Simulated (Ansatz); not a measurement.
`C[S][SnH]([F])[Cl]` + NH₃ → `[NH2][SnH]([F])[Cl]` + CH₃SH at 500 K and 1 bar (ligand exchange at the Sn–S bond).

Isolated molecules relaxed with PBE0-D4/def2-TZVP in Ansatz; ΔE leaves out vibrations. CCSD(T)/CBS is the MP2 limit (def2-TZVPP, def2-QZVPP) plus CCSD(T) − MP2 in def2-TZVPP, frozen cores. This one scheme is used for every species. def2 core potentials past Kr. For Sn outer-core shells are correlated without core-valence functions, which leaves a few kJ/mol of doubt a bond. One conformer a species, not always the lowest.

| species | CCSD(T)/CBS energy (Eh) | H − E (kJ/mol) | S (J/(mol·K)) |
| --- | --- | --- | --- |
| `C[S][SnH]([F])[Cl]` | -1211.93328 | 179.8 | 462.5 |
| NH₃ | -56.50880 | 108.2 | 211.8 |
| `[NH2][SnH]([F])[Cl]` | -830.19021 | 134.4 | 405.6 |
| CH₃SH | -438.22835 | 145.1 | 283.7 |

H − E and S are ideal-gas, rigid-rotor, harmonic terms from PBE0-D4/def2-TZVP, for one conformer and one mirror image of each species. 1 Eh = 2625.50 kJ/mol, R = 8.31446 J/(mol·K).

Q: By hand: ΔE, ΔH, ΔS and ΔG.

A: ΔE = (-830.19021) + (-438.22835) − (-1211.93328) − (-56.50880) = 0.02352 Eh = 61.8 kJ/mol. Δ(H − E) = 134.4 + 145.1 − 179.8 − 108.2 = -8.5, so ΔH = 53.3 kJ/mol. ΔS = 405.6 + 283.7 − 462.5 − 211.8 = 15.0 J/(mol·K). ΔG = 53.3 − 500 × (15.0)/1000 = 45.8 kJ/mol.

Q: By hand: the equilibrium constant, and the temperature at which ΔG would vanish if ΔH and ΔS stayed fixed.

A: log₁₀ K = −ΔG/(RT ln 10) = -4.8. ΔG = 0 at ΔH/ΔS = 3553 K, far beyond where these terms or the molecules hold.

ΔH outweighs TΔS. A doubt of 5 kJ/mol in ΔE shifts log₁₀ K by 0.5 here. Other conformers and mirror images would add mixing entropy, several J/(mol·K) or more a flexible species. Modes under 60 cm⁻¹, often nearly free rotors, make the harmonic entropy too high. These are equilibria of isolated gas molecules and say nothing of rates. Largest T1 diagnostic: 0.013 (customary marks: 0.02 for closed shells, 0.045 for open ones).
